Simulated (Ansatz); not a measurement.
Ansatz (a program for electronic structure) input (B3LYP-D3(BJ)/def2-TZVP):

Ansatz 0.2 input:
```yaml
crystal:
  periodic: [false, false, false]
  atoms:
    - {symbol: Si, position_ang: [-0.01747651, 0.01787335, 0.74815160]}
    - {symbol: Cl, position_ang: [1.14481131, 1.35055980, -0.31392892]}
    - {symbol: Cl, position_ang: [-1.13041889, -1.36527904, -0.30219592]}
basis:
  gaussian:
    orbitals: def2-TZVP
hamiltonian:
  xc: b3lyp
  dispersion: d3bj
magnetization: {spin_polarized: true, initial_magnetization: 2}
phonons: {temperatures: {t_min: 298.15, t_max: 298.15, t_step: 100}}
```

Output:

```
Functional definition: B3LYP
integrals: 0.04 GiB planned
787 factors; their error is unknown
mean field: 0.50 GiB planned
mean field evaluation 1: about -32924.0732 eV, gradient 9.5e0 eV
mean field evaluation 2: about -32924.1928 eV, gradient 9.9e0 eV
mean field evaluation 4: about -32924.6181 eV, gradient 8.9e-1 eV
mean field evaluation 8: about -32924.7109 eV, gradient 2.1e-2 eV
mean field -32924.71086499 eV, -1209.9608071178 hartree, gradient 5.0e-5 eV, S^2 2.003182; 0 other end points of the search recorded, 0 dependent functions left out
the calculation of the forces begins
reference -32924.71108883 eV, -1209.9608153439 hartree; 25, 23 occupied and 86, 88 virtual orbitals, 787 factors
these checks for a lower state are left out or cut short: stability, starts, cluster_reference, orbital_swaps, neighbouring_geometries, increment
integrals: 0.04 GiB planned
787 factors; their error is unknown
mean field: 0.50 GiB planned
mean field evaluation 16: about -32924.6240 eV, gradient 1.0e-1 eV
mean field -32924.71082622 eV, -1209.9608056932 hartree, gradient 1.8e-6 eV, S^2 2.003178; 0 other end points of the search recorded, 0 dependent functions left out
the calculation of the forces begins
reference -32924.71105006 eV, -1209.9608139191 hartree; 25, 23 occupied and 86, 88 virtual orbitals, 787 factors
these checks for a lower state are left out or cut short: stability, starts, cluster_reference, orbital_swaps, neighbouring_geometries, increment
integrals: 0.04 GiB planned
787 factors; their error is unknown
mean field: 0.50 GiB planned
mean field -32924.71083497 eV, -1209.9608060147 hartree, gradient 1.6e-6 eV, S^2 2.003186; 0 other end points of the search recorded, 0 dependent functions left out
the calculation of the forces begins
reference -32924.71105882 eV, -1209.9608142411 hartree; 25, 23 occupied and 86, 88 virtual orbitals, 787 factors
these checks for a lower state are left out or cut short: stability, starts, cluster_reference, orbital_swaps, neighbouring_geometries, increment
integrals: 0.04 GiB planned
787 factors; their error is unknown
mean field: 0.50 GiB planned
mean field evaluation 32: about -32924.7109 eV, gradient 2.9e-5 eV
mean field -32924.71090463 eV, -1209.9608085747 hartree, gradient 2.6e-6 eV, S^2 2.003188; 0 other end points of the search recorded, 0 dependent functions left out
the calculation of the forces begins
reference -32924.71112853 eV, -1209.9608168027 hartree; 25, 23 occupied and 86, 88 virtual orbitals, 787 factors
these checks for a lower state are left out or cut short: stability, starts, cluster_reference, orbital_swaps, neighbouring_geometries, increment
integrals: 0.04 GiB planned
787 factors; their error is unknown
mean field: 0.50 GiB planned
mean field -32924.71075118 eV, -1209.9608029354 hartree, gradient 2.6e-6 eV, S^2 2.003175; 0 other end points of the search recorded, 0 dependent functions left out
the calculation of the forces begins
reference -32924.71097497 eV, -1209.9608111596 hartree; 25, 23 occupied and 86, 88 virtual orbitals, 787 factors
these checks for a lower state are left out or cut short: stability, starts, cluster_reference, orbital_swaps, neighbouring_geometries, increment
integrals: 0.04 GiB planned
787 factors; their error is unknown
mean field: 0.50 GiB planned
mean field -32924.71086048 eV, -1209.9608069520 hartree, gradient 2.1e-6 eV, S^2 2.003184; 0 other end points of the search recorded, 0 dependent functions left out
the calculation of the forces begins
reference -32924.71108433 eV, -1209.9608151783 hartree; 25, 23 occupied and 86, 88 virtual orbitals, 787 factors
these checks for a lower state are left out or cut short: stability, starts, cluster_reference, orbital_swaps, neighbouring_geometries, increment
integrals: 0.04 GiB planned
787 factors; their error is unknown
mean field: 0.50 GiB planned
mean field -32924.71085489 eV, -1209.9608067465 hartree, gradient 2.4e-6 eV, S^2 2.003179; 0 other end points of the search recorded, 0 dependent functions left out
the calculation of the forces begins
reference -32924.71107873 eV, -1209.9608149725 hartree; 25, 23 occupied and 86, 88 virtual orbitals, 787 factors
Total energy: -32924.88522856 eV, -1209.9672148609 hartree
Atom 0 at    -0.017477     0.017873     0.748152 Å, force    -0.000011     0.000011     0.000458 eV/Å
Atom 1 at     1.144811     1.350560    -0.313929 Å, force     0.000151     0.000168    -0.000230 eV/Å
Atom 2 at    -1.130419    -1.365279    -0.302196 Å, force    -0.000140    -0.000179    -0.000228 eV/Å
Dipole moment:    -0.003730     0.003815     0.159679 e Å
Vibrations: 154.32 465.88 577.25 cm⁻¹, zero-point energy 0.074233 eV
```

This is an excited triplet: at this geometry the singlet lies 2.12 eV lower at RI-MP2/CBS(aug-cc-pV(T+d)Z,aug-cc-pV(Q+d)Z)+[CCSD(T)-MP2]/aug-cc-pV(T+d)Z.
